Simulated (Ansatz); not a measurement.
`[SH][GaH][Cl]` + `[Cl][GeH2][Cl]` → `[Cl][GaH][Cl]` + `[SH][GeH2][Cl]` at 700 K and 1 bar (redistribution).

Program: Ansatz. Geometries: PBE0-D4/def2-TZVP. ΔE: electronic, gas phase. CCSD(T)/CBS adds triple-zeta CCSD(T) − MP2 to the extrapolated MP2 energy (def2 sets, frozen cores). For Ga, Ge outer-core shells are correlated without core-valence functions, which leaves a few kJ/mol of doubt a bond. Scalar relativity is left out up to krypton. Each species was taken in one conformer, which may not be the lowest.

```json
{"species": "`[SH][GaH][Cl]`", "CCSD(T)/CBS energy (Eh)": "-2782.78263", "H − E (kJ/mol)": "96.0", "S (J/(mol·K))": "385.1"}
{"species": "`[Cl][GeH2][Cl]`", "CCSD(T)/CBS energy (Eh)": "-2996.94498", "H − E (kJ/mol)": "95.7", "S (J/(mol·K))": "367.9"}
{"species": "`[Cl][GaH][Cl]`", "CCSD(T)/CBS energy (Eh)": "-2844.19972", "H − E (kJ/mol)": "67.0", "S (J/(mol·K))": "359.4"}
{"species": "`[SH][GeH2][Cl]`", "CCSD(T)/CBS energy (Eh)": "-2935.52817", "H − E (kJ/mol)": "124.6", "S (J/(mol·K))": "398.0"}
```

H − E and S are ideal-gas, rigid-rotor, harmonic terms from PBE0-D4/def2-TZVP, for one conformer and one mirror image of each species. 1 Eh = 2625.50 kJ/mol, R = 8.31446 J/(mol·K).

Problem. By hand: ΔE, ΔH, ΔS and ΔG.

Solution. ΔE = (-2844.19972) + (-2935.52817) − (-2782.78263) − (-2996.94498) = -0.00028 Eh = -0.7 kJ/mol. Δ(H − E) = 67.0 + 124.6 − 96.0 − 95.7 = -0.1, so ΔH = -0.8 kJ/mol. ΔS = 359.4 + 398.0 − 385.1 − 367.9 = 4.4 J/(mol·K). ΔG = -0.8 − 700 × (4.4)/1000 = -3.9 kJ/mol.

Problem. By hand: the equilibrium constant, and the temperature at which ΔG would vanish if ΔH and ΔS stayed fixed.

Solution. log₁₀ K = −ΔG/(RT ln 10) = 0.3. ΔH and −TΔS have one sign here, so there is no such temperature. One of them is within its doubt of zero, so this could turn.

TΔS isn't small against ΔH here. The sign of ΔG lies within the doubt. A doubt of 5 kJ/mol in ΔE shifts log₁₀ K by 0.4 here. Other conformers and mirror images would add mixing entropy, several J/(mol·K) or more a flexible species. These are equilibria of isolated gas molecules and say nothing of rates. Largest T1 diagnostic: 0.012 (customary marks: 0.02 for closed shells, 0.045 for open ones).
